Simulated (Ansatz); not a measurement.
Mg₆N₃⁻. Charge -1, multiplicity 3. Geometry r2SCAN-D4/def2-SVP, that of the neutral doublet; atoms count from 1.

```xyz
9

Mg   -1.805   -1.253    0.241
Mg   -0.708    1.193   -0.098
Mg    1.601    0.634   -1.386
Mg   -0.495   -1.538   -2.822
Mg    0.412    1.267    2.333
Mg    0.820   -0.844    0.737
N    -0.956   -0.057    1.608
N    -0.200   -0.612   -1.128
N     1.330    1.210    0.515
```

The charge -1 triplet is spin-contaminated (final ⟨S²⟩ up to 2.16, 2.00 for a pure state). At PBE0-D4/def2-TZVPD a singlet of charge -1 lies 0.12 eV below the triplet, each at its own geometry. The structure comes from a short search, and lower isomers may exist.

Estimate the Mulliken populations from the PBE0/def2-TZVPD orbitals of Ansatz.


```tsv
atom	charge (e)	spin (α − β)
Mg1	0.07	0.20
Mg2	1.09	0.15
Mg3	0.07	0.20
Mg4	-0.19	0.83
Mg5	0.03	-0.14
Mg6	1.09	0.15
N7	-1.13	0.13
N8	-0.88	0.34
N9	-1.13	0.13
```
Mulliken values and Mayer orders depend strongly on the basis. With diffuse functions, as here, like atoms can get unlike values, and bond orders can come out too low or too high.

Where does the spin sit?

Summed by element: Mg 1.39, N 0.61, of 2 unpaired in all. Largest on single atoms: Mg4 0.83, N8 0.34, Mg3 0.20.

And the Mayer bond orders between bonded heavy atoms (over 0.3)?

Mg1–N7 1.02 (2.01 Å); Mg1–N8 0.53 (2.20 Å); Mg2–N7 0.34 (2.13 Å); Mg2–N9 0.34 (2.13 Å); Mg3–N8 0.53 (2.20 Å); Mg3–N9 1.02 (2.01 Å); Mg4–N8 0.87 (1.95 Å); Mg5–N7 1.01 (2.04 Å); Mg5–N9 1.01 (2.04 Å); Mg6–N7 0.34 (2.13 Å); Mg6–N9 0.34 (2.13 Å). Values over 0.3 also appear between atoms too far apart for a bond (Mg1–Mg3 0.45 at 4.22 Å); they arise where an orbital or an unpaired electron spreads over both atoms.
